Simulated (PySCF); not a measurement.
Compound: C₆H₁₃OP.
Atom-mapped SMILES: `[CH3:1][C@@H:2]1[CH2:3][C@@H:4]([CH3:5])[P@H:6](=[O:7])[CH2:8]1` (hydrogens: H9, H10, H11 on C1; H12 on C2; H13, H14 on C3; H15 on C4; H16, H17, H18 on C5; H19 on P6; H20, H21 on C8)

The same species was optimised twice, with GFN2-xTB and with PBE0-D3(BJ)/def2-SVP (PySCF), and the same property calculations (PySCF, gas phase) were run on both structures.

```
  coordinate  GFN2-xTB  PBE0-D3(BJ)/def2-SVP  change
   P6=O7 (Å)     1.465                 1.497  +0.032
   C3–C4 (Å)     1.528                 1.534  +0.006
   C4–P6 (Å)     1.846                 1.851  +0.005
   C2–C8 (Å)     1.533                 1.537  +0.004
   P6–C8 (Å)     1.841                 1.837  -0.004
   C2–C3 (Å)     1.534                 1.537  +0.003
   C4–C5 (Å)     1.521                 1.520  -0.001
   C1–C2 (Å)     1.526                 1.526   0.000
C5–C4–P6 (°)     112.5                 114.7    +2.2
C1–C2–C8 (°)     109.6                 111.1    +1.5
C3–C2–C8 (°)     106.5                 105.2    -1.3
C1–C2–C3 (°)     111.5                 112.6    +1.1
C3–C4–C5 (°)     114.0                 115.0    +1.0
C4–P6–C8 (°)      96.3                  95.4    -0.9
C2–C3–C4 (°)     108.4                 109.3    +0.9
C3–C4–P6 (°)     104.0                 104.8    +0.8
```

Rotational constants: A = 2070, B = 1734, C = 1205 MHz (GFN2-xTB) against A = 2032, B = 1720, C = 1198 MHz (PBE0-D3(BJ)/def2-SVP). Point groups within 0.08 Å: C1 and C1.

On the GFN2-xTB structure: HOMO (eV) -7.35 [PBE0/pcSseg-1]; LUMO (eV) 0.89 [PBE0/pcSseg-1]; dipole (D) 4.19 [PBE0/pcSseg-1]; GIAO shielding of C1 (ppm) 163.0 [PBE0/pcSseg-1]; GIAO shielding of C2 (ppm) 150.6 [PBE0/pcSseg-1]; GIAO shielding of C3 (ppm) 143.1 [PBE0/pcSseg-1]; GIAO shielding of C4 (ppm) 150.8 [PBE0/pcSseg-1]; GIAO shielding of C5 (ppm) 169.8 [PBE0/pcSseg-1]; GIAO shielding of P6 (ppm) 286.9 [PBE0/pcSseg-1]; GIAO shielding of O7 (ppm) 227.5 [PBE0/pcSseg-1]; GIAO shielding of C8 (ppm) 147.8 [PBE0/pcSseg-1].

Task: What do these properties become on the PBE0-D3(BJ)/def2-SVP structure?

Result: 
```
                                    property          level  on GFN2-xTB  on PBE0-D3(BJ)/def2-SVP  change
                                   HOMO (eV)  PBE0/pcSseg-1        -7.35                    -7.31   +0.04
                                   LUMO (eV)  PBE0/pcSseg-1         0.89                     0.80   -0.09
                                  dipole (D)  PBE0/pcSseg-1         4.19                     4.25   +0.06
energy, GFN2-xTB geometry as zero (kcal/mol)  PBE0/pcSseg-1          0.0                     -1.8    -1.8
                  GIAO shielding of C1 (ppm)  PBE0/pcSseg-1        163.0                    162.2    -0.8
                  GIAO shielding of C2 (ppm)  PBE0/pcSseg-1        150.6                    148.9    -1.7
                  GIAO shielding of C3 (ppm)  PBE0/pcSseg-1        143.1                    141.3    -1.8
                  GIAO shielding of C4 (ppm)  PBE0/pcSseg-1        150.8                    148.1    -2.7
                  GIAO shielding of C5 (ppm)  PBE0/pcSseg-1        169.8                    168.4    -1.4
                  GIAO shielding of P6 (ppm)  PBE0/pcSseg-1        286.9                    282.0    -4.9
                  GIAO shielding of O7 (ppm)  PBE0/pcSseg-1        227.5                    210.7   -16.8
                  GIAO shielding of C8 (ppm)  PBE0/pcSseg-1        147.8                    145.4    -2.4
```

The heavy atoms differ by 0.066 Å rms after alignment. Among bonds between heavy atoms P6=O7 changes most (+0.032 Å). Changes are differences of the printed values. Neither structure is proved a minimum here.
